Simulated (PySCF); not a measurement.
**Polarisability and C₆ of Ga⁻ (gallium, charge -1)**

[Ar] 3d10 4s2 4p2, high-spin 3P determinant. All numbers are calculated (PySCF 2.14, no relativity, point nucleus, in dyall-av2z (16s12p8d, 92 functions)). Coupled (time-dependent) response in atomic units; α is the mean over directions. A double-zeta set is small for polarisabilities.

```json
{"method": "UHF", "mean α (bohr³)": "237.0", "α xx, yy, zz": "103.5, 303.7, 303.6", "C₆ (like pair)": "3888", "S(−4)": "50270"}
```

S(−4) is the Cauchy moment in α(ω) = α(0) + S(−4) ω² + …

Spin-orbit coupling is absent.

α(iu) at UHF:

```
u (hartree)  α(iu) (bohr³)
          0          237.0
     0.0500          166.7
      0.100          108.0
      0.200          55.94
      0.300          33.09
      0.500          14.94
      0.750          7.419
       1.00          4.429
       1.50          2.113
       2.00          1.246
       3.00         0.5961
       5.00         0.2409
```

A single London oscillator, α(iu) = α/(1 + u²/ω²), gives C₆ = (3/4) ω α². Matching the computed C₆ needs ω = 4 × 3888 / (3 × 237.0²) = 0.0923 hartree.

For an ion, C₆ is the dispersion term alone; charge-induced terms of lower order in 1/R come first.

The components differ because the open shell of this determinant is not spherical; for a pure term their mean is the scalar polarisability.
